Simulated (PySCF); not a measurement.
Two-component Hartree-Fock for Mn (manganese, neutral)

Start: [Ar] 3d7; 3d3/2 filled at m_j = +1/2, +3/2; 3d5/2 filled at m_j = -3/2, -1/2, +1/2, +3/2, +5/2. Calculated with PySCF 2.14 in x2c-TZVPall-2c (6s7p4d1f, 54 functions): generalised Hartree-Fock with the X2C-1e Hamiltonian and a Gaussian nucleus; one run each with spin-orbit coupling (SO) switched off, then screened by Boettger's factors. This is a chosen level, not necessarily the ground level.

| spinor shell | electrons | ε, spin-free (eV) | ε, screened SO (eV) | weight of nominal j (screened SO) | rms radius, screened SO (bohr) |
| --- | --- | --- | --- | --- | --- |
| 1s1/2 | 2 | -6592.0 | -6591.9 | 1.000 | 0.0703 |
| 2s1/2 | 2 | -796.17 | -796.09 | 1.000 | 0.302 |
| 2p1/2 | 2 | -669.91 | -677.28 | 0.992 | 0.271 |
| 2p3/2 | 4 | -669.91 | -666.20 | 0.996 | 0.274 |
| 3s1/2 | 2 | -98.234 | -98.173 | 1.000 | 0.924 |
| 3p1/2 | 2 | -60.973 | -62.294 | 0.654 | 1.00 |
| 3d5/2 | 5 | -6.935 | -8.582 | 0.588 | 1.53 |
| 3d3/2 | 2 | -6.935 | -2.655 | 0.686 | 2.48 |

Problem. Where does 3p3/2 lie, and what is the 3p spin-orbit splitting (screened SO)?

Solution. At -60.238 eV, 2.056 eV above 3p1/2.

```csv
quantity,spin-free,screened SO
E (hartree),-1157.02824,-1157.04459
M_J,9/2,9/2
⟨J²⟩,25.019,25.017
⟨L²⟩,12.032,12.035
⟨S²⟩,3.988,3.974
```

Each row is a mean over spinors that exchange with the open shell spreads, by up to 11.482 eV (3p3/2).

Rows whose weight is well below 1 are mixtures of j = l ± 1/2: exchange outweighs spin-orbit coupling there, and the label is only the starting occupation.

⟨J²⟩ departs a little from M_J(M_J + 1) because the unrestricted spinors polarise the closed shells.

Without spin-orbit coupling the j labels of p, d and f shells carry no meaning; the spin-free column gives the mean over the occupied spinors of each nl shell, and its ⟨J²⟩ belongs to a mixture of degenerate components.
